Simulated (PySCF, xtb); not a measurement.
Mo(F)2(OH)4 (F2H4MoO4), SMILES [OH][Mo]([OH])([OH])([OH])([F])[F], multiplicity 1. One conformer was computed; it need not be the lowest.

Harmonic wavenumbers (cm⁻¹) from GFN2-xTB (xtb 6.7.1) at its own minimum, in rising order: 167, 170, 188, 225, 239, 257, 296, 326, 327, 333, 372, 411, 418, 419, 423, 432, 447, 451, 466, 580, 649, 651, 667, 3612, 3623, 3639, 3641.

Question: What does PySCF 2.14.0 with r2SCAN-D4/def2-SVP give at its own minimum? (Estimate from the structure and the level; the computed values follow.)

Answer: 51, 109, 153, 173, 247, 247, 285, 349, 351, 390, 401, 528, 531, 563, 584, 610, 647, 686, 690, 741, 764, 783, 822, 3795, 3796, 3824, 3830. Paired by order, the mean absolute difference is 114 cm⁻¹ and the zero-point energies are 33.5 and 37.1 kcal/mol.
